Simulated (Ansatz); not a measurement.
Born–Oppenheimer molecular dynamics of FGeH3O (6 atoms, charge 0, multiplicity 1). It starts at the highest image of a converged band, a first-order saddle point between two minima.

Method: RKS PBE-D4/def2-SVP (Ansatz 0.2.0).

```yaml
ensemble: NVE (velocity Verlet)
time_step: 0.5 fs
steps_asked: 200
starting_velocities_drawn_for: 100 K
seed: 4751
```

First frame:

```xyz
6
Properties=species:S:1:pos:R:3
Ge 0.232 -0.059 -0.396
F 0.869 0.013 1.552
H 1.611 0.109 0.452
O -0.781 1.403 -0.621
H -1.734 1.198 -0.553
H -0.776 -1.272 -0.388
```

What does the run give?

All steps were run.

* steps done: 200
* time covered: 100 fs
* mean temperature over the second half: 908 K
* spread of the potential energy over the second half: 10.6 meV per atom
* mean potential energy of the second half above the start: -69.7 meV per atom

The conserved energy stayed within 0.34 meV per atom of its start (net change -0.1 meV per atom), so the integration is sound. The kinetic energy rose, since the run started high on the potential surface and went downhill. It ends in pieces (FH + GeH2O), so much of that is their flight and rotation, not heat. A run of 0.1 ps of so small a system gives no equilibrium averages. The orbitals stay closed-shell, which can raise the energy where a bond breaks towards radicals; this wasn't checked here.

What happens to the structure?

Between its relaxed ends the band would form F2–H3 and break Ge1–F2, Ge1–H3. These pairs go: F2–H3 1.33 → 0.97 Å, Ge1–F2 2.05 → 3.59 Å, Ge1–H3 1.63 → 3.98 Å. In the last frame they stand as after the step (other bonds may differ from the relaxed reactants and products). It ends as FH + GeH2O. Pairs count as bonded within 1.25 times the sum of covalent radii (0.12 Å more for H–H). Another seed would give other details.

How do temperature and energy run in time?


```tsv
time (fs)	T (K)	potential energy less start (eV)	conserved less start (meV/atom)
0.0	100	0.000	0.00
3.0	51	0.026	0.05
6.0	34	0.035	0.06
9.0	76	0.012	0.00
12.0	39	0.032	0.05
15.0	64	0.019	0.07
18.0	213	-0.058	0.03
21.0	430	-0.170	0.04
24.0	591	-0.254	0.02
27.0	851	-0.390	-0.21
30.0	795	-0.358	0.13
33.0	1056	-0.495	-0.21
36.0	1148	-0.544	-0.29
39.0	999	-0.464	0.15
42.0	1122	-0.529	-0.15
45.0	1198	-0.569	-0.31
48.0	1038	-0.484	0.12
51.0	1041	-0.486	0.06
54.0	1149	-0.544	-0.25
57.0	1037	-0.484	0.03
60.0	944	-0.435	0.26
63.0	1053	-0.494	-0.12
66.0	1021	-0.477	-0.11
69.0	844	-0.383	0.26
72.0	866	-0.396	0.03
75.0	932	-0.432	-0.25
78.0	800	-0.361	0.03
81.0	765	-0.343	0.13
84.0	936	-0.434	-0.33
87.0	889	-0.409	-0.22
90.0	765	-0.343	0.15
93.0	872	-0.401	-0.22
96.0	856	-0.393	-0.29
99.0	679	-0.299	0.12
```

Run time: 4.5 min on 1 thread of Arm Neoverse V2 (shared host), peak memory 0.14 GiB.
